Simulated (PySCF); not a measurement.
A PySCF script (with the pyscf-properties extension) for the NMR shieldings of `CC(=S)CCC[SiH2]O`, C₅H₁₂OSSi, on a GFN2-xTB geometry:

```python
import basis_set_exchange as bse
import numpy as np
from pyscf import gto, dft
from pyscf.prop import nmr

atoms = """
C    -3.495688    0.356164   -0.726252
C    -2.194112    0.664253   -0.064483
S    -2.010221    2.008328    0.827822
C    -1.097060   -0.326642   -0.281048
C     0.281220    0.135289    0.182844
C     1.349677   -0.920103   -0.079804
Si    3.088273   -0.343139    0.413525
O     3.366700    0.917731   -0.574726
H    -3.390181    0.462155   -1.807203
H    -4.272495    1.036062   -0.386225
H    -3.796983   -0.672200   -0.527454
H    -1.065727   -0.584680   -1.345437
H    -1.368947   -1.246910    0.250971
H     0.240969    0.363764    1.249274
H     0.541525    1.056672   -0.340546
H     1.340692   -1.179937   -1.140405
H     1.098949   -1.831718    0.465809
H     3.138677    0.080861    1.814409
H     4.075298   -1.401213    0.178692
H     4.164285    1.435941   -0.522495
"""
names = dict.fromkeys(["C", "S", "Si", "O", "H"], "pcSseg-1")
basis = {el: gto.basis.parse(bse.get_basis(n, elements=[el], fmt="nwchem")) for el, n in names.items()}
mol = gto.M(atom=atoms, basis=basis, charge=0, verbose=0)
mf = dft.RKS(mol, xc="PBE0")
mf.grids.level = 2
mf.grids.alignment = dft.numint.BLKSIZE   # the property module wants whole blocks of grid points
mf.conv_tol = 1e-9
mf.kernel()

calc = nmr.RKS(mf)   # GIAO
C = mf.mo_coeff
Co = C[:, mf.mo_occ > 0]
resp = mf.gen_response(singlet=True, hermi=2)
def vind(x):   # induced exchange potential for any number of trial vectors
    d = np.einsum("pi,xij,qj->xpq", C, 2 * x.reshape(-1, C.shape[1], Co.shape[1]), Co, optimize=True)
    return np.einsum("xpq,pi,qj->xij", resp(d - d.transpose(0, 2, 1)), C, Co, optimize=True).ravel()
mo1, _ = nmr.rhf.solve_mo1(calc, with_cphf=vind)
sigma = calc.kernel(mo1)
for i, s in enumerate(sigma):   # ppm
    print("%2d %-2s %9.2f" % (i, mol.atom_pure_symbol(i), np.trace(s) / 3))
```

Task: What are the results?

Result: 
```
 0 C     142.18
 1 C     -89.49
 2 S    -470.48
 3 C     127.67
 4 C     158.71
 5 C     169.23
 6 Si    367.11
 7 O     327.55
 8 H      28.83
 9 H      28.39
10 H      28.67
11 H      28.63
12 H      28.92
13 H      29.59
14 H      29.71
15 H      30.75
16 H      31.39
17 H      26.58
18 H      26.53
19 H      30.95
```

These numbers come from an equivalent density-fitted implementation of the same equations, which agrees with the script to about 0.01 ppm for H and up to a few tenths of a ppm for heavy atoms, so last digits may differ.

Task: Turn these shieldings into chemical shifts. Shifts are taken against calculated references (same method and geometry level): 13C (186.93 ppm) and 29Si (349.16 ppm) and 1H (31.72 ppm) vs TMS; 33S (503.73 ppm) against CS2; 17O (336.08 ppm) against H2O.

Result: Averaging equivalent atoms: C 1: 276.4; C 3: 59.3; C 0: 44.7; C 4: 28.2; C 5: 17.7; S 2: 974; Si 6: -18.0; O 7: 8.5; H 17/18: 5.16; H 8/9/10: 3.09; H 11/12: 2.94; H 13/14: 2.06; H 19: 0.77; H 15/16: 0.64 ppm. Experimental scales use liquid or dissolved standards, which lie at an offset from isolated H2O (liquid H2O: subtract about 36 ppm).

Size and cost of the density-fitted run: 210 basis functions, 39 s wall time on 1 thread of an Intel Xeon Platinum 8488C, shared host; peak memory 0.95 GiB.
